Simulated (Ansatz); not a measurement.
Harmonic frequencies (cm⁻¹) at PBE0-D4/def2-TZVP from Ansatz: 55, 84, 116, 135, 160, 293, 388, 398, 610, 626, 706, 752, 782, 802, 847, 944, 949, 951, 957, 971, 1118, 1271, 1324, 1352, 1395, 1446, 1451, 1465, 1485, 2222, 2227, 2229, 3031, 3034, 3094, 3098, 3114, 3115, 3601.

Each molecule was computed in one conformer, which needn't be the lowest.

(1) Which molecule is it?
A. `CB(C)[SiH2]N`
B. `BN([SiH3])CC`
C. `CB(C)N[SiH3]`
D. `CB(N)C[SiH3]`

Results:

(1) C.
